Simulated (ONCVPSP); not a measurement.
# Which setting gave this result? (holmium, ONCV)

Base potential:

ONCVPSP 4.0.1 input, shortened (lines: element, Z, core and valence counts, functional; n l f; lmax; l rc ep ncon nbas qcut; lloc lpopt rc5 dvloc0; l nproj debl; icmod fcfact rcfact), LDA (Perdew-Wang 92), scalar-relativistic:

```
  Ho 67.00   10    5  -001012      upf
    1    0    2.00
    2    0    2.00
    2    1    6.00
    3    0    2.00
    3    1    6.00
    3    2   10.00
    4    0    2.00
    4    1    6.00
    4    2   10.00
    4    3   10.00
    5    0    2.00
    5    1    6.00
    5    2    1.00
    6    0    1.00
    6    1    1.00
    2
    0    2.25    0.00    5    9    6.70
    1    2.40    0.00    3    7    5.80
    2    3.35    0.00    4    8    5.50
    4    5    1.80    3.00
    0    2    3.00
    1    2    3.70
    2    3    3.80
    1    0.60    0.00
```

Cutoffs, loose and tight: the cutoffs (Ha) at which the residual kinetic energy of the hardest occupied pseudo-wave falls to 1 and 0.1 mHa per electron. They do not see the model core or the augmentation charge, which bear on the density cutoff. Test errors are all-electron minus pseudo excitation energies from the reference, over the configurations 5s2 5p6 5d1 6s2 6p0; 5s2 5p6 5d1 6s1 6p0; 5s2 5p6 5d1 6s0 6p0; 5s2 5p6 5d1.5 6s1.5 6p0; variants that change the core or the reference have their own tests.

Only the scale of all radii but the core radius (base = 1) is moved (1 further runs of the sweep failed or gave no value and are left out):

```
scale of all radii but the core radius (base = 1)  cutoff, loose  cutoff, tight  bound ghosts  largest test error (meV)
                                             0.82          18 Ha          21 Ha          none                       -17
                                             0.97          15 Ha          18 Ha          none                       -26
                                             1.07          13 Ha          16 Ha          none                      +154
                                             1.14          12 Ha          15 Ha             s                       -89
                                             1.21          11 Ha          14 Ha          none                       -91
```

**Question.** One more run gave cutoff, loose: 16 Ha; cutoff, tight: 19 Ha; bound ghosts: none; largest test error (meV): -18. Which value of the scale of all radii but the core radius (base = 1) was used?

**Answer.** 0.9. The loose cutoff moves one way along this sweep, from 18 Ha at 0.82 to 11 Ha at 1.21, which places the run between 0.82 and 0.97.
